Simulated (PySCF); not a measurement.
## Excitation energy of Ge by level of theory

Ge [Ar] 3d10 4s2 4p2 (3P) → Ge [Ar] 3d10 4s2 4p1 5s1 (3P), as a difference of total energies. All numbers are calculated (PySCF 2.14, scalar relativity through the core potential, in aug-cc-pwCVDZ-PP with ECP10MDF (6s5p4d1f, 48 functions)). Correlated levels: valence and next inner shell: nothing frozen outside the core potential. The calculations carry no spin-orbit coupling.

```
                                method  excitation energy (eV)  error (eV)
                                   UHF                   4.598      -0.050
    MP2 (valence and next inner shell)                   4.677      +0.029
SCS-MP2 (valence and next inner shell)                   4.636      -0.012
   CCSD (valence and next inner shell)                   4.665      +0.017
CCSD(T) (valence and next inner shell)                   4.659      +0.011
```

Reference: 4.648 eV (measured; NIST levels, between the centres of gravity of the two terms).

Errors of the correlated levels include the incompleteness of this basis.
